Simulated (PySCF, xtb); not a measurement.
CHF, SMILES [CH]F (connectivity only; charge and spin as stated), neutral, multiplicity 1.

Harmonic wavenumbers (cm⁻¹) from xtb 6.7.1 with GFN2-xTB at its own minimum, in rising order: 1242, 1329, 2760.

Task: What does PBE-D3(BJ)/def2-TZVPD (PySCF) give at its own minimum? (Estimate from the structure and the level; the computed values follow.)

Result: 1157, 1391, 2645. Paired by order, the mean absolute difference is 87 cm⁻¹ and the zero-point energies are 7.6 and 7.4 kcal/mol.
